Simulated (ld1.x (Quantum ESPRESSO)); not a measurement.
# u(r) = r·R(r): atom against pseudo-atom (sulfur)

Columns: radius, all-electron u(r) and pseudo u(r) of the 3p shell (level -27.99 eV) of sulfur in the configuration [Ne] 3s2 3p2; PBE, non-relativistic, ultrasoft scheme, ld1.x (Quantum ESPRESSO) 7.5.

| r (bohr) | all-electron | pseudo |
| --- | --- | --- |
| 0.085 | 0.1528 | -0.0075 |
| 0.170 | 0.3242 | -0.0295 |
| 0.255 | 0.3863 | -0.0651 |
| 0.340 | 0.3493 | -0.1127 |
| 0.425 | 0.2478 | -0.1702 |
| 0.510 | 0.1125 | -0.2352 |
| 0.595 | -0.0347 | -0.3051 |
| 0.680 | -0.1797 | -0.3775 |
| 0.765 | -0.3140 | -0.4498 |
| 0.850 | -0.4330 | -0.5199 |
| 0.935 | -0.5348 | -0.5857 |
| 1.020 | -0.6193 | -0.6456 |
| 1.105 | -0.6871 | -0.6981 |
| 1.190 | -0.7386 | -0.7418 |
| 1.275 | -0.7752 | -0.7756 |
| 1.360 | -0.7983 | -0.7983 |
| 1.445 | -0.8096 | -0.8096 |
| 1.530 | -0.8105 | -0.8105 |
| 1.615 | -0.8028 | -0.8028 |
| 1.700 | -0.7880 | -0.7880 |
| 1.785 | -0.7673 | -0.7673 |
| 1.870 | -0.7422 | -0.7422 |
| 1.955 | -0.7136 | -0.7136 |
| 2.040 | -0.6826 | -0.6826 |
| 2.125 | -0.6499 | -0.6499 |
| 2.210 | -0.6163 | -0.6163 |

(1) How many radial nodes do the two functions have?

(2) At about which radius was the pseudo-wave matched?

(3) Is the pseudo-wave norm-conserving?

Results:

(1) The all-electron 3p function has n − l − 1 = 1; the pseudo-wave has 0, since the states of the same l below it are removed with the core.

(2) 1.35 bohr, where the columns begin to agree (steps of 0.09 bohr).

(3) No, it belongs to an ultrasoft set: the norm inside the radius is not constrained, and the difference is carried by the augmentation charge.
